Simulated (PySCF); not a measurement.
Ge(H)2(Cl)(vinyl) (C2H5ClGe), SMILES C=[CH][GeH2][Cl].

Geometry: r2SCAN-D4/def2-SVP. This is a generated structure with no PubChem entry under its InChIKey; it may be hypothetical. One conformer was computed; it need not be the lowest.

The numbers are results of PySCF with HF/def2-TZVP, not measurements.

Gas-phase values at a fixed geometry.

total energy: -2613.57442 hartree
point group: Cs
highest occupied level: -10.61 eV
lowest empty level: 3.10 eV
orbital gap: 13.71 eV
dipole moment: 2.41 D
quadrupole, principal values (traceless, Buckingham form, about the centre of nuclear charge): -3.44, -1.18, 4.62 D·Å
mean static polarisability: 61.9 bohr³ (9.17 Å³)
polarisability, principal values: 47.0, 64.6, 74.1 bohr³
